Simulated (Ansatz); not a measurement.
Relaxation of C₄H₁₀Si (15 atoms, charge 0, multiplicity 1), to a largest force component of 0.02 eV/Å in at most 50 steps.

Computed with RKS PBE0-D4/def2-SVP in Ansatz.

```xyz
15
Properties=species:S:1:pos:R:3:forces:R:3
C -1.733 -1.540 -0.679 -1.96 2.26 -0.86
C -0.296 -1.242 -0.861 0.57 -0.25 1.21
C 0.198 -0.318 0.193 2.10 2.09 0.25
C 0.846 0.894 -0.050 -2.33 -3.45 0.79
Si 1.438 2.053 1.177 -0.34 0.29 1.65
H -2.139 -2.160 -1.471 -0.12 -0.57 -0.26
H -1.971 -1.948 0.285 -0.18 -0.49 0.80
H -2.315 -0.547 -0.773 0.57 -1.28 0.27
H -0.104 -0.809 -1.817 0.26 0.36 -1.19
H 0.253 -2.188 -0.779 0.38 -0.17 -0.12
H 0.149 -0.687 1.251 -0.11 0.29 -0.67
H 0.866 1.256 -1.048 0.11 0.17 -1.49
H 2.818 2.357 0.893 1.12 0.31 -0.07
H 1.285 1.506 2.579 0.11 0.05 -0.26
H 0.684 3.322 1.129 -0.19 0.37 -0.06
```

Question: Where does it end, and by what steps?

Answer: It converged. After 8 steps the energy has fallen by 0.414 eV; H13 moved furthest, 0.16 Å.

| step | energy less start (eV) | largest force component (eV/Å) | accepted |
| --- | --- | --- | --- |
| 0 | 0.0000 | 3.446 | yes |
| 1 | -0.3297 | 1.465 | yes |
| 2 | -0.3489 | 0.451 | yes |
| 3 | -0.4054 | 0.402 | yes |
| 4 | -0.4102 | 0.156 | yes |
| 5 | -0.4131 | 0.058 | yes |
| 6 | -0.4137 | 0.023 | yes |
| 7 | -0.4139 | 0.024 | yes |
| 8 | -0.4140 | 0.008 | yes |

```xyz
15
Properties=species:S:1:pos:R:3
C -1.777 -1.521 -0.668
C -0.291 -1.232 -0.864
C 0.249 -0.276 0.152
C 0.801 0.919 -0.106
Si 1.438 2.068 1.217
H -2.140 -2.254 -1.405
H -1.976 -1.930 0.335
H -2.376 -0.604 -0.778
H -0.107 -0.838 -1.877
H 0.272 -2.180 -0.791
H 0.155 -0.605 1.198
H 0.880 1.228 -1.158
H 2.894 2.360 1.030
H 1.237 1.434 2.556
H 0.718 3.381 1.188
```

Whether the end is a true minimum wasn't checked by a vibrational analysis.

Run time: 48 s on 2 threads of Intel(R) Xeon(R) Platinum 8259CL CPU @ 2.50GHz (Skylake/Cascade Lake), on a shared host, peak memory 0.32 GiB.
